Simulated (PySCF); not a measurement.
**Rotational lines of YN**

Lines J+1 ← J of the vibrational ground state, computed from PBEsol constants of YN, ¹Σ⁺ (singlet), closed shell (Y def2-TZVPP with ECP28, N def2-TZVPP; scalar-relativistic core potentials (PySCF 2.14); masses 88.9058 and 14.0031 u), in MHz:

```tsv
J	ν (MHz)
0	25792.9
1	51585.4
2	77377.3
3	103168.1
4	128957.6
```

Q: Find B0 and the effective bond length r0; with αe = 0.00206 cm⁻¹, find Re.

A: ν = 2B0(J+1) − 4D(J+1)³ gives B0 = 0.43018 cm⁻¹. With the reduced mass μred = 12.098 u, r0 = √(16.8576/(μred·B0)) (u, cm⁻¹, Å) = 1.7998 Å. Be = B0 + αe/2 = 0.43121 cm⁻¹ gives Re = 1.798 Å.

The metal atom is held in its measured ground configuration; semilocal functionals can put another filling of s and d lower by some tenths of an eV, and De to that atom would be smaller. Spin–orbit coupling is left out, which matters for elements this heavy, above all for dissociation energies.
